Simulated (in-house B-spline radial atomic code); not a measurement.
Radial electron density of the gallium ion Ga⁷⁺, [Ar] 3d6. Level of theory: scalar-relativistic (X2C) r2SCAN0, spin-polarised, spherical fractional occupations, Fermi nucleus of rms radius 3.9973 fm; calculated with an all-electron radial atomic-structure program (B-spline basis).

Caution: exact exchange at fractional occupations of open shells leaves self-interaction of up to several eV.

One-electron X2C: radii and densities carry no picture-change correction, so inner-shell <1/r> comes out high (for 1s by about 2 % at Z = 33, 5 % at 54, 10 % at 75, 30 % at 118) and <r> low.

Columns: r (bohr), 4πr²n(r) (electrons per bohr), bar.

```
 0.00184      1.1 #
 0.00219    1.487 #
  0.0026    1.992 ##
  0.0031    2.678 ###
 0.00369     3.57 ####
 0.00439    4.725 #####
 0.00522    6.203 ######
 0.00622    8.095 ########
  0.0074    10.43 ##########
 0.00881    13.27 #############
  0.0105    16.64 #################
  0.0125    20.46 #####################
  0.0149    24.64 #########################
  0.0177    28.81 #############################
  0.0211    32.75 #################################
  0.0251    35.88 ####################################
  0.0298    37.74 ######################################
  0.0355    38.02 ######################################
  0.0423    36.67 #####################################
  0.0503    34.22 ##################################
  0.0599    31.71 ################################
  0.0713    30.53 ###############################
  0.0849    31.79 ################################
   0.101    35.55 ####################################
    0.12    40.37 #########################################
   0.143    43.76 ############################################
    0.17    43.09 ###########################################
   0.203    37.51 ######################################
   0.242    29.22 #############################
   0.288     22.3 ######################
   0.342    19.81 ####################
   0.408    21.62 ######################
   0.485    24.33 ########################
   0.577    24.21 ########################
   0.687       20 ####################
   0.818    13.46 ##############
   0.974    7.272 #######
    1.16    3.107 ###
    1.38    1.039 #
    1.64   0.2669 
    1.96  0.04768 
    2.33  0.00623
```

On this grid the curve has 3 maxima, near 0.0355, 0.143, 0.485 bohr.

The 3p up radial function P(r) = rR(r), positive near the nucleus:

```json
{"r (bohr)": "0.00184", "P": "0.001554"}
{"r (bohr)": "0.0026", "P": "0.002906"}
{"r (bohr)": "0.00369", "P": "0.0055"}
{"r (bohr)": "0.00522", "P": "0.01035"}
{"r (bohr)": "0.0074", "P": "0.01947"}
{"r (bohr)": "0.0105", "P": "0.03635"}
{"r (bohr)": "0.0149", "P": "0.06683"}
{"r (bohr)": "0.0211", "P": "0.1194"}
{"r (bohr)": "0.0298", "P": "0.2049"}
{"r (bohr)": "0.0423", "P": "0.3354"}
{"r (bohr)": "0.0599", "P": "0.5048"}
{"r (bohr)": "0.0849", "P": "0.6736"}
{"r (bohr)": "0.12", "P": "0.7375"}
{"r (bohr)": "0.17", "P": "0.5427"}
{"r (bohr)": "0.242", "P": "-0.02055"}
{"r (bohr)": "0.342", "P": "-0.7825"}
{"r (bohr)": "0.485", "P": "-1.319"}
{"r (bohr)": "0.687", "P": "-1.244"}
{"r (bohr)": "0.974", "P": "-0.7159"}
{"r (bohr)": "1.38", "P": "-0.2323"}
{"r (bohr)": "1.96", "P": "-0.03468"}
```
